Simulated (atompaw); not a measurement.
rhenium: one change to a PAW (atompaw) potential, before and after

atompaw 4.2.0.5 input, output lines left out:

```
Re 75
GGA-PBE scalarrelativistic loggrid 2001 logderivrange -8 5 326
6 6 5 4 0 0
6 1 0
5 2 5
0 0 0
c
c
c
c
v
v
c
c
c
v
v
c
c
v
c
2
2.40 2.00 2.15 1.90
n
n
y
2
n
modrrkj vanderbiltortho besselshape
bessel
1.85
1.90
1.40
2.40
2.40
1.80
```

Change: all radii scaled by about 0.87 (s 1.60, p 1.22, d 2.08 bohr); local potential bessel scheme, radius 1.86 bohr; augmentation besselshape compensation charge, radius 1.74 bohr; PAW radius 2.08 bohr; waves and projectors: modrrkj vanderbiltortho; core correction smooth core density matched at 1.64 bohr.

Cutoffs: the cutoffs (Ry, on a coarse ladder) from which the occupation-weighted sum of valence levels, in a spherical-Bessel basis at the reference potential, stays within 10 and 1 mRy of its value at 400 Ry; they do not see the model core or the augmentation charge, which bear on the density cutoff.

Task: What does the change do?

Result: The potential gets harder (30 Ry and 50 Ry → 45 Ry and 80 Ry); neither file shows a bound ghost. A smaller radius makes the pseudo-wave follow the all-electron one further in, where it bends more sharply, so more plane waves are needed.

```csv
quantity,base,changed
"cutoff, loose",30 Ry,45 Ry
"cutoff, tight",50 Ry,80 Ry
loose cutoff by channel (10 mRy a level),"s 12 Ry, p 25 Ry, d 12 Ry","s 18 Ry, p 25 Ry, d 18 Ry"
bound ghosts,none,none
lowest overlap eigenvalue by channel,"s 0.79, p 0.58, d 0.49","s 0.49, p 0.71, d 0.06"
```

 The cutoffs see the waves, projectors and local potential, not the compensation charge or the core.
